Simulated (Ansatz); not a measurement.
`C=C[Si](N)(O)F` and `C=C[Si](N)(O)[SiH3]` differ in one atom or group.

Ansatz, PBE0-D4/def2-TZVP geometries, multiplicity 1. Each molecule was computed in one conformer, which needn't be the lowest.

```tsv
property	`C=C[Si](N)(O)F`
size of the dipole moment (ωB97M-V/def2-TZVPP) / D	2.94
size of the dipole moment (PBE/def2-TZVPP) / D	2.82
HOMO energy (B3LYP/def2-TZVPP) / eV	-7.71
HOMO energy (PBE0/def2-TZVPP) / eV	-7.98
size of the dipole moment (B3LYP/def2-TZVPP) / D	2.93
HOMO energy (PBE/def2-TZVPP) / eV	-6.48
```

**Question.** Give the same properties after the change, and the shifts. (Estimate.)

**Answer.** Computed: 
```tsv
property	`C=C[Si](N)(O)[SiH3]`	shift
size of the dipole moment (ωB97M-V/def2-TZVPP) / D	2.74	-0.20
size of the dipole moment (PBE/def2-TZVPP) / D	2.67	-0.15
HOMO energy (B3LYP/def2-TZVPP) / eV	-7.11	0.60
HOMO energy (PBE0/def2-TZVPP) / eV	-7.31	0.67
size of the dipole moment (B3LYP/def2-TZVPP) / D	2.70	-0.23
HOMO energy (PBE/def2-TZVPP) / eV	-6.03	0.45
```

With PBE0 the HOMO rises by 0.67 eV and the LUMO falls by 0.05 eV, so the gap narrows by about 0.72 eV. PBE moves the HOMO by 0.45 eV and ωB97M-V by 0.92 eV. Dipoles are sizes alone; their direction can turn.

B3LYP here is the variant with VWN-RPA as its local correlation; programs differ in this.
